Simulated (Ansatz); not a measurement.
Ansatz (a program for electronic structure) job for Sn(F)3(OMe) (CH3F3OSn), SMILES C[O][Sn]([F])([F])[F], PBE-D3(BJ)/def2-SVP. 

Ansatz 0.2 input:
```yaml
crystal:
  periodic: [false, false, false]
  atoms:
    - {symbol: C, position_ang: [-0.01746717, -2.66988466, 0.00000000]}
    - {symbol: O, position_ang: [-0.82755257, -1.50983977, -0.00000004]}
    - {symbol: Sn, position_ang: [-0.02043308, 0.25942396, 0.00000000]}
    - {symbol: F, position_ang: [1.09278988, 0.54619249, 1.52996518]}
    - {symbol: F, position_ang: [-1.38531844, 1.58961426, -0.00000007]}
    - {symbol: F, position_ang: [1.09279003, 0.54619249, -1.52996509]}
    - {symbol: H, position_ang: [-0.69842712, -3.53438649, -0.00000003]}
    - {symbol: H, position_ang: [0.62147559, -2.73838934, 0.89751871]}
    - {symbol: H, position_ang: [0.62147568, -2.73838935, -0.89751865]}
basis:
  gaussian:
    orbitals: def2-SVP
hamiltonian:
  xc: pbe
  dispersion: d3bj
relax: {f_tol: 0.002, max_steps: 200}
```

It prints:

```
WARN ansatz: RAYON_NUM_THREADS=1 ignored (pool sized by the plan → 1); use --threads N
Functional definition: PBE
integrals: 0.06 GiB planned
1210 factors; their error is unknown
mean field: 0.30 GiB planned
mean field evaluation 1: about -17084.8645 eV, gradient 7.8e1 eV
mean field evaluation 2: about -17033.6437 eV, gradient 1.8e2 eV
mean field evaluation 4: about -17096.0925 eV, gradient 1.6e1 eV
mean field evaluation 8: about -17096.5159 eV, gradient 2.5e-1 eV
mean field evaluation 16: about -17096.4606 eV, gradient 4.2e-4 eV
mean field -17096.46057557 eV, -628.2833377551 hartree, gradient 1.1e-5 eV, S^2 0.000000; 0 other end points of the search recorded, 0 dependent functions left out
the calculation of the forces begins
reference -17096.46061841 eV, -628.2833393295 hartree; 33, 33 occupied and 78, 78 virtual orbitals, 1210 factors
relax step   1: F+E_penalty+E_count = -17096.61284021 eV  Δ(F+E_penalty+E_count) = +0.000e0 eV  max|allowed force component| = 6.691e-1 eV/Å  Δτ_max = 0.0000 Å  (31 SCF iters, accepted)
these checks for a lower state are left out or cut short: starts, cluster_reference, orbital_swaps, neighbouring_geometries, increment
integrals: 0.06 GiB planned
1210 factors; their error is unknown
mean field: 0.30 GiB planned
mean field -17096.50876554 eV, -628.2851087037 hartree, gradient 1.3e-5 eV, S^2 0.000000; 0 other end points of the search recorded, 0 dependent functions left out
the calculation of the forces begins
reference -17096.50880843 eV, -628.2851102801 hartree; 33, 33 occupied and 78, 78 virtual orbitals, 1210 factors
relax step   2: F+E_penalty+E_count = -17096.65955517 eV  Δ(F+E_penalty+E_count) = -4.671e-2 eV  max|allowed force component| = 2.427e-1 eV/Å  Δτ_max = 0.0309 Å  (31 SCF iters, accepted)
these checks for a lower state are left out or cut short: starts, cluster_reference, orbital_swaps, neighbouring_geometries, increment
integrals: 0.06 GiB planned
1210 factors; their error is unknown
mean field: 0.30 GiB planned
mean field evaluation 32: about -17096.5112 eV, gradient 2.4e-5 eV
mean field -17096.51124651 eV, -628.2851998779 hartree, gradient 1.5e-5 eV, S^2 0.000000; 0 other end points of the search recorded, 0 dependent functions left out
the calculation of the forces begins
reference -17096.51128941 eV, -628.2852014543 hartree; 33, 33 occupied and 78, 78 virtual orbitals, 1210 factors
relax step   3: F+E_penalty+E_count = -17096.66206771 eV  Δ(F+E_penalty+E_count) = -2.513e-3 eV  max|allowed force component| = 6.112e-2 eV/Å  Δτ_max = 0.0158 Å  (32 SCF iters, accepted)
these checks for a lower state are left out or cut short: starts, cluster_reference, orbital_swaps, neighbouring_geometries, increment
integrals: 0.06 GiB planned
1210 factors; their error is unknown
mean field: 0.30 GiB planned
mean field -17096.51143405 eV, -628.2852067697 hartree, gradient 1.4e-5 eV, S^2 0.000000; 0 other end points of the search recorded, 0 dependent functions left out
the calculation of the forces begins
reference -17096.51147694 eV, -628.2852083460 hartree; 33, 33 occupied and 78, 78 virtual orbitals, 1210 factors
relax step   4: F+E_penalty+E_count = -17096.66232940 eV  Δ(F+E_penalty+E_count) = -2.617e-4 eV  max|allowed force component| = 1.921e-2 eV/Å  Δτ_max = 0.0055 Å  (32 SCF iters, accepted)
these checks for a lower state are left out or cut short: starts, cluster_reference, orbital_swaps, neighbouring_geometries, increment
integrals: 0.06 GiB planned
1210 factors; their error is unknown
mean field: 0.30 GiB planned
mean field -17096.51133303 eV, -628.2852030572 hartree, gradient 1.4e-5 eV, S^2 0.000000; 0 other end points of the search recorded, 0 dependent functions left out
the calculation of the forces begins
reference -17096.51137588 eV, -628.2852046320 hartree; 33, 33 occupied and 78, 78 virtual orbitals, 1210 factors
relax step   5: F+E_penalty+E_count = -17096.66248625 eV  Δ(F+E_penalty+E_count) = -1.568e-4 eV  max|allowed force component| = 8.855e-3 eV/Å  Δτ_max = 0.0116 Å  (32 SCF iters, accepted)
these checks for a lower state are left out or cut short: starts, cluster_reference, orbital_swaps, neighbouring_geometries, increment
integrals: 0.06 GiB planned
1210 factors; their error is unknown
mean field: 0.30 GiB planned
mean field -17096.51127015 eV, -628.2852007463 hartree, gradient 1.7e-5 eV, S^2 0.000000; 0 other end points of the search recorded, 0 dependent functions left out
the calculation of the forces begins
reference -17096.51131298 eV, -628.2852023204 hartree; 33, 33 occupied and 78, 78 virtual orbitals, 1210 factors
relax step   6: F+E_penalty+E_count = -17096.66247869 eV  Δ(F+E_penalty+E_count) = +7.563e-6 eV  max|allowed force component| = 2.140e-2 eV/Å  Δτ_max = 0.0046 Å  (26 SCF iters, rejected (line search))
these checks for a lower state are left out or cut short: starts, cluster_reference, orbital_swaps, neighbouring_geometries, increment
integrals: 0.06 GiB planned
1210 factors; their error is unknown
mean field: 0.30 GiB planned
mean field evaluation 64: about -17096.5113 eV, gradient 1.4e-5 eV
mean field -17096.51129776 eV, -628.2852017610 hartree, gradient 1.4e-5 eV, S^2 0.000000; 0 other end points of the search recorded, 0 dependent functions left out
the calculation of the forces begins
reference -17096.51134060 eV, -628.2852033354 hartree; 33, 33 occupied and 78, 78 virtual orbitals, 1210 factors
relax step   7: F+E_penalty+E_count = -17096.66249892 eV  Δ(F+E_penalty+E_count) = -1.267e-5 eV  max|allowed force component| = 1.063e-3 eV/Å  Δτ_max = 0.0022 Å  (25 SCF iters, accepted)
integrals: 0.06 GiB planned
1210 factors; their error is unknown
mean field: 0.30 GiB planned
mean field -17096.51129776 eV, -628.2852017610 hartree, gradient 1.3e-5 eV, S^2 0.000000; 1 other end points of the search recorded, 0 dependent functions left out
the calculation of the forces begins
reference -17096.51134060 eV, -628.2852033354 hartree; 33, 33 occupied and 78, 78 virtual orbitals, 1210 factors
Total energy: -17096.66254176 eV, -628.2907598756 hartree
Atom 0 at    -0.016609    -2.672548     0.000000 Å, force     0.000032    -0.000357     0.000000 eV/Å
Atom 1 at    -0.871281    -1.526417    -0.000000 Å, force     0.000488    -0.000308    -0.000000 eV/Å
Atom 2 at    -0.022848     0.265675     0.000000 Å, force    -0.001063    -0.000353     0.000000 eV/Å
Atom 3 at     1.108379     0.539601     1.552896 Å, force     0.000131    -0.000328     0.000010 eV/Å
Atom 4 at    -1.397699     1.622772    -0.000000 Å, force     0.000245     0.000637    -0.000000 eV/Å
Atom 5 at     1.108379     0.539601    -1.552895 Å, force     0.000131    -0.000328    -0.000010 eV/Å
Atom 6 at    -0.685872    -3.557853    -0.000000 Å, force     0.000203     0.000118     0.000000 eV/Å
Atom 7 at     0.628441    -2.730148     0.904991 Å, force    -0.000084     0.000459    -0.000112 eV/Å
Atom 8 at     0.628441    -2.730148    -0.904991 Å, force    -0.000084     0.000459     0.000112 eV/Å
Dipole moment:     0.042653    -0.561384    -0.000000 e Å
```

Self-consistency was reached.

Cost: very roughly 24 core-seconds.
